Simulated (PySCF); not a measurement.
PySCF 2.14 output of an unrestricted LDA calculation on a single atom or ion in x2c-TZVPPall with one added diffuse shell each of s, p, d, f type (12s8p8d4f1g, 113 functions), with scalar relativity by spin-free X2C-1e:

```
SCF conv_tol = 1e-09
number electrons alpha = 41  beta = 35
    P. A. M. Dirac.,  Math. Proc. Cambridge Philos. Soc. 26, 376 (1930)
    F. Bloch.,  Z. Phys. 57, 545 (1929)
    S. H. Vosko, L. Wilk, and M. Nusair.,  Can. J. Phys. 58, 1200 (1980)
cycle= 1 E= -17244.4311567466  delta_E= -0.0349  |g|= 0.296  |ddm|= 0.856
cycle= 2 E= -17244.4335806984  delta_E= -0.00242  |g|= 0.259  |ddm|= 0.238
cycle= 3 E= -17244.4379173136  delta_E= -0.00434  |g|= 0.0286  |ddm|= 0.107
cycle= 4 E= -17244.4375779834  delta_E= 0.000339  |g|= 0.0207  |ddm|= 0.182
cycle= 5 E= -17244.437685457  delta_E= -0.000107  |g|= 0.0118  |ddm|= 0.0354
cycle= 6 E= -17244.4377362386  delta_E= -5.08e-05  |g|= 0.00105  |ddm|= 0.0309
cycle= 7 E= -17244.4377366314  delta_E= -3.93e-07  |g|= 8.87e-05  |ddm|= 0.00311
cycle= 8 E= -17244.4377366342  delta_E= -2.84e-09  |g|= 6.49e-06  |ddm|= 0.000328
cycle= 9 E= -17244.4377366342  delta_E= -1.09e-11  |g|= 1.8e-07  |ddm|= 1.6e-05
converged SCF energy = -17244.4377366342  <S^2> = 12.00516  2S+1 = 7.0014741
```

The run itself started from symmetry-adapted Hartree-Fock orbitals and held the occupation by maximum overlap, on a logarithmic radial grid, so the iterations belong to that start.

Question: Which element, charge and spin multiplicity is this?

Answer: Os (osmium, neutral), multiplicity 7; the state was [Xe] 4f14 5d5 6s2 6p1, high-spin 7P determinant (an excited configuration).

Spin-orbit coupling, absent here, splits the open shell strongly.
